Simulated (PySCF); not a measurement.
Be(H)2 cation (BeH₂), SMILES [BeH2] (connectivity only; charge and spin as stated), charge +1, multiplicity 2.

Geometry optimised at PBE0-D3(BJ)/def2-TZVPD. The geometry has at least one imaginary mode, so it is a saddle point at that level. The multiplicity is an assumed one; other spin states were not compared. The isomer is the one that the SMILES or the coordinates give; other isomers of the formula were not compared.

Two levels are set side by side: PBE/def2-TZVPD (PySCF) and ωB97X/def2-TZVPD (PySCF). Same geometry, gas phase. Differences are taken from unrounded values.

```json
[
 {"quantity": "α-spin orbital gap (eV)", "ωB97X": "15.30", "PBE": "7.92", "PBE minus ωB97X": "-7.38"},
 {"quantity": "β-spin orbital gap (eV)", "ωB97X": "6.93", "PBE": "1.01", "PBE minus ωB97X": "-5.93"},
 {"quantity": "mean polarisability (bohr³)", "ωB97X": "39.8", "PBE": "27.9", "PBE minus ωB97X": "-11.9"}
]
```

Rough cost on one machine, each run with all the roots and properties that it gave: ωB97X against PBE within a factor of 2.
